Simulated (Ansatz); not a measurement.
[EuCl6]3- (EuCl₆³⁻). Total charge -3; septet. Geometry r2SCAN-D4/def2-SVP; atoms count from 1.

Cartesian coordinates in Å:
```
Eu 0.000 0.000 0.000
Cl 1.266 -0.886 -2.317
Cl -1.266 0.888 2.317
Cl -2.031 -1.847 -0.470
Cl 2.032 1.847 0.470
Cl -1.319 1.922 -1.524
Cl 1.318 -1.923 1.524
```

In the def2 sets Eu takes a core potential; there is no spin–orbit coupling. With an open 4f shell the SCF may have ended on a state above the lowest. A multiply charged anion in the gas phase is held together partly by the finite basis. The highest occupied level of the charge -3 septet lies above zero (up to 3.19 eV). The electron is either unbound and held by the finite basis, or the level is raised by self-interaction error.

**Question.** Estimate the Mulliken populations from the PBE0/def2-TZVP orbitals of Ansatz.

**Answer.** 
```csv
atom,charge (e),spin (α − β),d electrons
Eu1,1.48,6.14,10.75
Cl2,-0.75,-0.02,–
Cl3,-0.75,-0.02,–
Cl4,-0.75,-0.02,–
Cl5,-0.75,-0.02,–
Cl6,-0.75,-0.02,–
Cl7,-0.75,-0.02,–
```
Mulliken values depend strongly on the basis.

**Question.** Where does the spin sit?

**Answer.** Summed by element: Eu 6.14, Cl -0.14, of 6 unpaired in all. Largest on single atoms: Eu1 6.14, Cl7 -0.02, Cl4 -0.02.

**Question.** And the Mayer bond orders between heavy atoms (over 0.3)?

**Answer.** Eu1–Cl2 0.47 (2.79 Å); Eu1–Cl3 0.47 (2.79 Å); Eu1–Cl4 0.47 (2.79 Å); Eu1–Cl5 0.47 (2.79 Å); Eu1–Cl6 0.47 (2.79 Å); Eu1–Cl7 0.47 (2.79 Å).
